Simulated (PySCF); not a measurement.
**Radial density of As(3+) (arsenic, charge +3)**

TPSSh, [Ar] 3d10 4s2, closed-shell 1S. Computed with PySCF 2.14 in aug-cc-pVDZ-DK, with the spin-free X2C one-electron Hamiltonian (Gaussian nucleus).

```json
{"r (bohr)": "0.00102", "4πr²ρ (e/bohr)": "0.5222"}
{"r (bohr)": "0.00171", "4πr²ρ (e/bohr)": "1.255"}
{"r (bohr)": "0.00288", "4πr²ρ (e/bohr)": "2.969"}
{"r (bohr)": "0.00485", "4πr²ρ (e/bohr)": "6.754"}
{"r (bohr)": "0.00815", "4πr²ρ (e/bohr)": "14.21"}
{"r (bohr)": "0.0137", "4πr²ρ (e/bohr)": "26.07"}
{"r (bohr)": "0.0231", "4πr²ρ (e/bohr)": "38.12"}
{"r (bohr)": "0.0388", "4πr²ρ (e/bohr)": "39.45"}
{"r (bohr)": "0.0653", "4πr²ρ (e/bohr)": "32.76"}
{"r (bohr)": "0.110", "4πr²ρ (e/bohr)": "42.91"}
{"r (bohr)": "0.185", "4πr²ρ (e/bohr)": "42.27"}
{"r (bohr)": "0.311", "4πr²ρ (e/bohr)": "24.27"}
{"r (bohr)": "0.522", "4πr²ρ (e/bohr)": "30.81"}
{"r (bohr)": "0.879", "4πr²ρ (e/bohr)": "12.78"}
{"r (bohr)": "1.48", "4πr²ρ (e/bohr)": "2.693"}
{"r (bohr)": "2.49", "4πr²ρ (e/bohr)": "0.5448"}
{"r (bohr)": "4.18", "4πr²ρ (e/bohr)": "0.007323"}
{"r (bohr)": "7.03", "4πr²ρ (e/bohr)": "2.110e-05"}
```

Densities and radii are taken from the X2C orbitals without a picture-change correction, which distorts them close to the nucleus.
